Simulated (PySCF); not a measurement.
CH5ClFNSi. Atoms are numbered in the order given.

```xyz
10

N     -2.5089     0.1649     0.8032
C     -1.4608    -0.5945     0.1093
Si     0.2459     0.1454     0.3454
F      0.1683     1.6905    -0.1657
Cl     1.6898    -0.8269    -0.7751
H     -2.3507     0.1788     1.8111
H     -2.5147     1.1371     0.4939
H     -1.6905    -0.6402    -0.9696
H     -1.4717    -1.6436     0.4531
H      0.6718     0.1874     1.7657
```

Coordinates come from a B3LYP-D3(BJ)/def2-SVP optimisation. The structure was generated by enumeration; whether it is a known compound was not checked. One conformer was computed; it need not be the lowest.

The numbers are results of PySCF with PBE/def2-TZVP, not measurements.

The molecule is in vacuum.

```json
{
  "total_energy": "-945.07013 hartree",
  "highest_occupied_level": "-5.67 eV",
  "lowest_empty_level": "-0.63 eV",
  "orbital_gap": "5.04 eV",
  "dipole_moment": "1.52 D",
  "quadrupole, principal values (traceless, Buckingham form, about the centre of nuclear charge)": "-6.61, 0.99, 5.62 D·Å",
  "mean_static_polarisability": "59.6 bohr³ (8.82 Å³)",
  "polarisability_principal_values": "48.7, 53.6, 76.4 bohr³"
}
```
